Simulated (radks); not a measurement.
Valence configurations of Al (all share [Ne]). All-electron calculation, scalar-relativistic Kohn-Sham, PBE, spin-polarised, spherical densities, finite nucleus; open shells are filled with parallel spins first; Fermi nuclear charge, rms radius 3.061 fm. Program: a radial shooting solver on a logarithmic mesh with Libxc functionals. Energies are relative to 3s2 3p1; eigenvalues in eV for spin up.

| valence | E (eV) | moment (Bohr magnetons) | e(3p) | e(3s) |
|---|---|---|---|---|
| 3s2 3p1 | 0.000 | 1 | -3.010 | -8.046 |
| 3s1.5 3p1.5 | 1.944 | 2 | -3.516 | -8.708 |
| 3s1 3p2 | 3.515 | 3 | -3.907 | -9.260 |
| 3p3 | 8.917 | 3 | -4.464 | - |

NIST lists [Ne] 3s2 3p1 as the ground configuration; this level of theory agrees among the configurations tried. The energies are those of spherical high-spin densities, not of single terms.
